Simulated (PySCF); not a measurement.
## Correlation energy of O⁻ (oxygen, charge -1)

[He] 2s2 2p5, 2P determinant. Computed with PySCF 2.14 in x2c-TZVPPall with one added diffuse shell each of s, p, d type (6s4p3d1f, 40 functions), with scalar relativity by spin-free X2C-1e. Frozen: 1s2; 7 electrons correlated.

```json
{"level": "CCSD", "correlation energy (mhartree)": "-222.28"}
{"level": "(T)", "correlation energy (mhartree)": "-8.32"}
{"level": "CCSD(T)", "correlation energy (mhartree)": "-230.60"}
{"level": "CCSDT", "correlation energy (mhartree)": "-231.23"}
```

Diagnostics: T1 = 0.024, D1 = 0.0468, largest double amplitude 0.042.

Cost of the coupled-cluster step: about 1.9 core-seconds, for 7 correlated electrons.
